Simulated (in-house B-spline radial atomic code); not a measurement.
## Ionising Ta XLIV (Ta43+) with different functionals

Computed with a B-spline radial code for spherical atoms: four-component Dirac-Coulomb Hamiltonian, Fermi nucleus of rms radius 5.3507 fm, spin-restricted, spherical fractional occupations for the functionals. The ionisation energy is the difference of two self-consistent energies, [Ar] 3d10 4s2 → [Ar] 3d10 4s1, without Breit or QED terms; ε is the level of the shell that loses the electron (mean over j).

```tsv
method	rung	ΔSCF (eV)	-ε(4s) (eV)
LDA exchange-only	LDA	2265.6	2237.5
PW91	GGA	?	?
BLYP	GGA	2268.2	2240.0
OLYP	GGA	?	?
```

Q: What does OLYP give?

A: ΔSCF 2265.5 eV, and -ε(4s) = 2238.1 eV.

Q: What does PW91 give?

A: ΔSCF 2268.2 eV, and -ε(4s) = 2240.0 eV.

Q: How do they compare with the NIST value?

A: NIST lists 2254 eV ± 4 (tabulated theory, ground level to ground level). Errors run from +11.5 to +14.2 eV. The correlated functionals all miss on the same side by more than they spread, so the cause is common to them (Breit-QED terms, spin polarisation, or a listed next ion that isn't the cheapest removal here) and closeness doesn't rank the functionals.
